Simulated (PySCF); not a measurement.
## MeSiCl(SeBu)2 (C9H21ClSe2Si): Computed beside measured shifts

System: MeSiCl(SeBu)2 (C9H21ClSe2Si), SMILES CCCC[Se][Si](C)(Cl)[Se]CCCC.

Atom-mapped SMILES (hydrogens are numbered by the atom that bears them): [CH3:1][CH2:2][CH2:3][CH2:4][Se:5][Si:6]([CH3:7])([Cl:8])[Se:9][CH2:10][CH2:11][CH2:12][CH3:13]

Computed with GIAO PBE0/pcSseg-1, IEF-PCM chloroform, PySCF SCF with an in-house response code, fitting set def2-universal-JFIT up to Ne and JKFIT beyond, grid level 2, non-relativistic, on the PBE0-D3(BJ)/def2-SVP geometry.

One optimised conformer. Values are averaged over the atoms that symmetry or fast rotation interchanges, on this one geometry and without vibrational averaging. Shifts are the reference shielding less the shielding here, at the same level (13C, 1H, 29Si against isolated TMS; 77Se against isolated Me2Se); nuclei without a reference have shieldings only.

Spin-orbit coupling is left out, which matters for the heavier atoms here.

**Question.** What shifts does this level give for Si6, Se5/9, and how do they compare with measurement?

**Answer.** 
| atom | nucleus | computed / ppm | measured / ppm | computed less measured | measured against | medium of the measurement |
| --- | --- | --- | --- | --- | --- | --- |
| Si6 | 29Si | 76.8 | 20.3 | 56.5 | TMS | solution |
| Se5/9 | 77Se | -64.4 | -28 | -36.4 | Me2Se | solution |

Measured values: U. Herzog, Habilitationsschrift, TU Bergakademie Freiberg, 2002/2003.
